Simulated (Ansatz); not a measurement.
Cost and result for the atomization energy of `O[Si](Cl)(Cl)O[SiH3]` (10 atoms, 9 bonds).

```json
{"atom": "O1", "x (Å)": "-0.0847", "y (Å)": "-0.7642", "z (Å)": "2.3216"}
{"atom": "Si2", "x (Å)": "-0.7053", "y (Å)": "-0.2201", "z (Å)": "0.9321"}
{"atom": "Cl3", "x (Å)": "-2.0837", "y (Å)": "-1.5247", "z (Å)": "0.1879"}
{"atom": "Cl4", "x (Å)": "-1.6507", "y (Å)": "1.5657", "z (Å)": "1.2030"}
{"atom": "O5", "x (Å)": "0.5117", "y (Å)": "-0.0547", "z (Å)": "-0.0892"}
{"atom": "Si6", "x (Å)": "1.0507", "y (Å)": "0.3871", "z (Å)": "-1.5796"}
{"atom": "H7", "x (Å)": "-0.6818", "y (Å)": "-0.9286", "z (Å)": "3.0532"}
{"atom": "H8", "x (Å)": "2.5210", "y (Å)": "0.2139", "z (Å)": "-1.5887"}
{"atom": "H9", "x (Å)": "0.6981", "y (Å)": "1.8053", "z (Å)": "-1.8328"}
{"atom": "H10", "x (Å)": "0.4248", "y (Å)": "-0.4797", "z (Å)": "-2.6075"}
```

Total charge 0; spin multiplicity 1. All single points use the PBE0-D4/def2-TZVP geometry. It is one conformer, not always the lowest. Program: Ansatz. All runs use 2 threads of an AMD EPYC 7R13 on a shared host and a share of an NVIDIA H100 80 GB. Times are those of one run each, without the atoms' runs, and a repeat can differ threefold. Electronic energies, without spin–orbit coupling; frozen cores. CCSD(T)/CBS adds CCSD(T) − MP2 in def2-TZVPP to the MP2 limit, and its time is that of the two runs behind it. T1 = 0.010. B3LYP takes the VWN-RPA correlation (the form of Gaussian; ORCA's B3LYP/G).

CCSD(T)/CBS is a level of theory with its own doubt, some kJ/mol a heavy atom from the limit and from the frozen cores, so smaller differences don't rank the functionals.

```json
{"level": "PBE0-D4/def2-TZVPP", "functions": "286", "wall time": "4.9 s", "atomization (kJ/mol)": "3625.1", "difference from CCSD(T)/CBS": "-70.5", "per bond": "-7.8"}
{"level": "r2SCAN-D4/def2-TZVPP (with forces)", "functions": "286", "wall time": "5.5 s", "atomization (kJ/mol)": "3685.1", "difference from CCSD(T)/CBS": "-10.5", "per bond": "-1.2"}
{"level": "B2PLYP/def2-TZVPP", "functions": "286", "wall time": "5.5 s", "atomization (kJ/mol)": "3612.6", "difference from CCSD(T)/CBS": "-83.0", "per bond": "-9.2"}
{"level": "PBE-D4/def2-TZVPP (with forces)", "functions": "286", "wall time": "6.5 s", "atomization (kJ/mol)": "3676.7", "difference from CCSD(T)/CBS": "-18.9", "per bond": "-2.1"}
{"level": "ωB97M-V/def2-TZVPP (with forces)", "functions": "286", "wall time": "6.5 s", "atomization (kJ/mol)": "3691.7", "difference from CCSD(T)/CBS": "-3.9", "per bond": "-0.4"}
{"level": "ωB97X-V/def2-TZVPP", "functions": "286", "wall time": "8.1 s", "atomization (kJ/mol)": "3692.2", "difference from CCSD(T)/CBS": "-3.4", "per bond": "-0.4"}
{"level": "B3LYP-D4/def2-TZVPP (with forces)", "functions": "286", "wall time": "8.5 s", "atomization (kJ/mol)": "3636.2", "difference from CCSD(T)/CBS": "-59.4", "per bond": "-6.6"}
{"level": "CCSD(T)/def2-TZVPP", "functions": "286", "wall time": "8.5 s", "atomization (kJ/mol)": "3570.6", "difference from CCSD(T)/CBS": "-125.0", "per bond": "-13.9"}
{"level": "MP2/def2-QZVPP", "functions": "514", "wall time": "9.5 s", "atomization (kJ/mol)": "3754.9", "difference from CCSD(T)/CBS": "59.3", "per bond": "6.6"}
{"level": "CCSD(T)/CBS(def2)", "functions": "–", "wall time": "18 s", "atomization (kJ/mol)": "3695.6", "difference from CCSD(T)/CBS": "0.0", "per bond": "0.0"}
```

From PBE to PBE0 (25 % exact exchange), in def2-TZVPP and without D4, the atomization energy moves by −47.1 kJ/mol: exact exchange takes away binding that semilocal exchange gives to molecules. The D4 term adds +53.2 kJ/mol with B3LYP and +28.1 kJ/mol with PBE0; it sums over pairs of atoms, weighted by their polarisabilities, and B3LYP, whose exchange is more repulsive, gets the larger term. In def2-TZVPP, CCSD(T) changes the Hartree–Fock value by +864.6 kJ/mol (the triples alone add +56.3 kJ/mol) and MP2 by +973.1 kJ/mol; breaking electron pairs costs correlation energy, which Hartree–Fock lacks.
